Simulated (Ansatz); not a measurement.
`BSC(F)[SiH3]` + `N=CCl` → `B/N=C\Cl` + `FC([SiH3])S` at 298.15 K and 1 bar (ligand exchange at a B–S bond).

Gas-phase electronic energies from Ansatz, PBE0-D4/def2-TZVP geometries. CBS: MP2 limit from def2 TZ/QZ plus the TZ coupled-cluster correction, frozen cores. This one scheme is used for every species. One conformer a species, not always the lowest.

| species | CCSD(T)/CBS energy (Eh) | H − E (kJ/mol) | S (J/(mol·K)) |
| --- | --- | --- | --- |
| `BSC(F)[SiH3]` | -853.08988 | 198.9 | 360.5 |
| `N=CCl` | -553.70684 | 94.3 | 259.9 |
| `B/N=C\Cl` | -579.12291 | 127.9 | 295.2 |
| `FC([SiH3])S` | -827.68200 | 160.3 | 323.0 |

H − E and S are ideal-gas, rigid-rotor, harmonic terms from PBE0-D4/def2-TZVP, for one conformer and one mirror image of each species. 1 Eh = 2625.50 kJ/mol, R = 8.31446 J/(mol·K).

Question: By hand: ΔE, ΔH, ΔS and ΔG.

Answer: ΔE = (-579.12291) + (-827.68200) − (-853.08988) − (-553.70684) = -0.00819 Eh = -21.5 kJ/mol. Δ(H − E) = 127.9 + 160.3 − 198.9 − 94.3 = -5.0, so ΔH = -26.5 kJ/mol. ΔS = 295.2 + 323.0 − 360.5 − 259.9 = -2.2 J/(mol·K). ΔG = -26.5 − 298.15 × (-2.2)/1000 = -25.8 kJ/mol.

Question: By hand: the equilibrium constant, and the temperature at which ΔG would vanish if ΔH and ΔS stayed fixed.

Answer: log₁₀ K = −ΔG/(RT ln 10) = 4.5. ΔG = 0 at ΔH/ΔS = 12045 K, far beyond where these terms or the molecules hold.

The number of gas molecules stays the same, so ΔS is small and ΔH decides. A doubt of 5 kJ/mol in ΔE shifts log₁₀ K by 0.9 here. Other conformers and mirror images would add mixing entropy, several J/(mol·K) or more a flexible species. Modes under 60 cm⁻¹, often nearly free rotors, make the harmonic entropy too high. These are equilibria of isolated gas molecules and say nothing of rates. Largest T1 diagnostic: 0.014 (customary marks: 0.02 for closed shells, 0.045 for open ones).
